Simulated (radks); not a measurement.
All-electron atom: neutral tungsten in [Xe] 4f14 5d4 6s2. Calculated with a radial shooting solver on a logarithmic mesh with Libxc functionals: Dirac Kohn-Sham, HCTH/407, spin-unpolarised, spherical densities, finite nucleus; open shells are shared between the two j in proportion to 2j + 1; Fermi nuclear charge, rms radius 5.3658 fm. Some entries of the table are withheld. Estimate them.

| orbital | occ. | eigenvalue (eV) | <1/r> (bohr^-1) |
|---|---|---|---|
| 1s1/2 | 2 | -69355.08 | 87.00 |
| 2s1/2 | 2 | -11973.68 | 21.18 |
| 2p1/2 | 2 | -11456.75 | (1) |
| 2p3/2 | 4 | -10104.23 | (2) |
| 3s1/2 | 2 | -2759.386 | 7.777 |
| 3p1/2 | 2 | -2528.023 | 7.696 |
| 3p3/2 | 4 | -2235.295 | 6.820 |
| 3d3/2 | 4 | -1844.154 | 6.717 |
| 3d5/2 | 6 | -1780.355 | 6.510 |
| 4s1/2 | 2 | -570.0042 | 3.270 |
| 4p1/2 | 2 | -473.7850 | (3) |
| 4p3/2 | 4 | -405.8143 | (4) |
| 4d3/2 | 4 | -247.2948 | 2.643 |
| 4d5/2 | 6 | -234.7377 | 2.570 |
| 5s1/2 | 2 | -79.4818 | 1.267 |
| 5p1/2 | 2 | -50.8604 | 1.137 |
| 5p3/2 | 4 | -40.9366 | 1.029 |
| 4f5/2 | 6 | -35.8640 | 2.110 |
| 4f7/2 | 8 | -33.5983 | 2.079 |
| 6s1/2 | 2 | -5.7268 | 0.3990 |
| 5d3/2 | 1.6 | -5.1414 | (5) |
| 5d5/2 | 2.4 | -4.3887 | (6) |

Answer. 
(1) 2p1/2 <1/r> (bohr^-1): 21.15
(2) 2p3/2 <1/r> (bohr^-1): 17.77
(3) 4p1/2 <1/r> (bohr^-1): 3.161
(4) 4p3/2 <1/r> (bohr^-1): 2.856
(5) 5d3/2 <1/r> (bohr^-1): 0.6688
(6) 5d5/2 <1/r> (bohr^-1): 0.6386
